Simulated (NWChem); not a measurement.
Species: ZnCl2; SMILES [Cl][Zn][Cl]

```xyz
3

Zn     0.0000     0.0000    -0.1145
Cl     2.0970     0.0000    -0.1146
Cl    -2.0970     0.0000    -0.1146
```
Atoms are numbered in this order, from 1.

All runs use the structure optimised with PBE0/def2-SVP.

### Question
Give the principal values of the shielding tensors (ppm) of Zn1, Cl2 from Hartree-Fock/6-31G* (spherical d), GIAO (NWChem), with their diamagnetic and paramagnetic parts as GIAO splits them.

### Answer
```json
[
 {"atom": "Zn1", "σ11": "1785.8", "σ22": "1785.8", "σ33": "2530.9", "isotropic": "2034.1", "diamagnetic": "2518.8", "paramagnetic": "-484.6"},
 {"atom": "Cl2", "σ11": "1083.8", "σ22": "1083.8", "σ33": "1155.5", "isotropic": "1107.7", "diamagnetic": "1148.0", "paramagnetic": "-40.3"}
]
```
